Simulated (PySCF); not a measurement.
Species: `CO[C@@H](C)C(=O)N(C)C`. The columns A, B, C and D hold Mulliken, IAO, Hirshfeld and ESP-fitted charges (e) of one PBE0/pcSseg-1 density (PySCF), in a shuffled order. Coordinates in Å (GFN2-xTB); the density's dipole moment is (0.05, -1.52, -2.36) D.

```csv
atom,x,y,z,A,B,C,D
C1,-1.612,1.523,-0.931,-0.204,-0.040,-0.210,-0.024
O2,-1.688,0.259,-0.320,-0.392,-0.124,-0.353,-0.511
C3,-1.152,0.237,0.991,+0.046,+0.041,+0.358,-0.041
C4,-1.485,-1.103,1.644,-0.420,-0.121,-0.597,-0.206
C5,0.360,0.501,1.089,+0.387,+0.159,+0.338,+0.475
O6,0.766,1.277,1.939,-0.520,-0.295,-0.562,-0.450
N7,1.201,-0.158,0.266,-0.170,-0.038,+0.121,-0.677
C8,0.847,-1.104,-0.763,-0.318,-0.070,-0.367,-0.079
C9,2.625,0.038,0.427,-0.317,-0.069,-0.396,-0.075
H10,-2.150,2.277,-0.344,+0.129,+0.042,+0.107,+0.102
H11,-2.078,1.422,-1.909,+0.158,+0.051,+0.141,+0.121
H12,-0.574,1.851,-1.051,+0.125,+0.035,+0.085,+0.100
H13,-1.618,1.045,1.580,+0.140,+0.037,+0.042,+0.131
H14,-1.005,-1.923,1.118,+0.141,+0.040,+0.147,+0.115
H15,-2.561,-1.258,1.622,+0.154,+0.047,+0.167,+0.127
H16,-1.145,-1.093,2.676,+0.157,+0.051,+0.172,+0.130
H17,-0.225,-1.117,-0.929,+0.172,+0.037,+0.144,+0.166
H18,1.190,-2.106,-0.488,+0.134,+0.041,+0.114,+0.112
H19,1.341,-0.820,-1.697,+0.141,+0.044,+0.126,+0.113
H20,3.056,0.452,-0.487,+0.138,+0.043,+0.123,+0.112
H21,2.784,0.731,1.250,+0.181,+0.044,+0.175,+0.149
H22,3.113,-0.914,0.649,+0.138,+0.044,+0.126,+0.111
```

Q: Which column most likely holds the ESP-fitted charges?

A: C. Σ q r misses the density's dipole by 0.01 D (C), 0.17 D (A), 0.56 D (D), 0.77 D (B). Charges fitted to the outside potential are the only set here that is tied to the molecule's multipoles.

Q: And the Hirshfeld charges?

A: B. The mean sizes are 0.069 e (B), 0.188 e (D), 0.213 e (A), 0.226 e (C), and Hirshfeld charges are commonly the smallest of these schemes.

As computed, A = IAO, B = Hirshfeld, C = ESP-fitted, D = Mulliken. Hydrogens on carbon: IAO +0.13 to +0.18, Hirshfeld +0.03 to +0.05, ESP-fitted +0.04 to +0.17, Mulliken +0.10 to +0.17 e.

The ESP scheme is a least-squares fit of atom-centred charges to the potential on four shells outside the van der Waals surface, with the total charge fixed. The IAO scheme counts the electrons in orthogonalised intrinsic atomic orbitals, a minimal basis polarised so that it spans the occupied orbitals exactly.

Geometry: GFN2-xTB, one conformer, isolated molecule.

Shape of the structure used: `[CH3:1][O:2][C@@H:3]([CH3:4])[C:5](=[O:6])[N:7]([CH3:8])[CH3:9]`: C1–O2–C3–C4 171°, O2–C3–C5–O6 134°, C3–C5–N7–C8 2°.
